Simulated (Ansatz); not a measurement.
One change: `S[SiH2][SiH2][GeH3]` becomes `[SiH3][SiH2]S`.

Ansatz, PBE0-D4/def2-TZVP geometries, multiplicity 1. Each molecule was computed in one conformer, which needn't be the lowest.

Scalar relativity is left out up to krypton.

```tsv
property	`S[SiH2][SiH2][GeH3]`
HOMO–LUMO gap (B3LYP/def2-TZVPP) / eV	6.32
HOMO energy (PBE0/def2-TZVPP) / eV	-7.32
size of the dipole moment (B3LYP/def2-TZVPP) / D	1.03
LUMO energy (B3LYP/def2-TZVPP) / eV	-0.77
size of the dipole moment (PBE/def2-TZVPP) / D	0.99
LUMO energy (PBE0/def2-TZVPP) / eV	-0.60
```

Problem. What does the change do to each property? (An estimate is asked.)

Solution. Ansatz gave: 
```tsv
property	`[SiH3][SiH2]S`	shift
HOMO–LUMO gap (B3LYP/def2-TZVPP) / eV	6.66	0.34
HOMO energy (PBE0/def2-TZVPP) / eV	-7.50	-0.18
size of the dipole moment (B3LYP/def2-TZVPP) / D	0.91	-0.12
LUMO energy (B3LYP/def2-TZVPP) / eV	-0.59	0.18
size of the dipole moment (PBE/def2-TZVPP) / D	0.86	-0.13
LUMO energy (PBE0/def2-TZVPP) / eV	-0.40	0.20
```

With PBE0 the HOMO falls by 0.18 eV and the LUMO rises by 0.20 eV, so the gap widens by about 0.38 eV. PBE moves the HOMO by -0.11 eV and ωB97M-V by -0.29 eV. Dipoles are sizes alone; their direction can turn.

B3LYP here is the variant with VWN-RPA as its local correlation; programs differ in this.
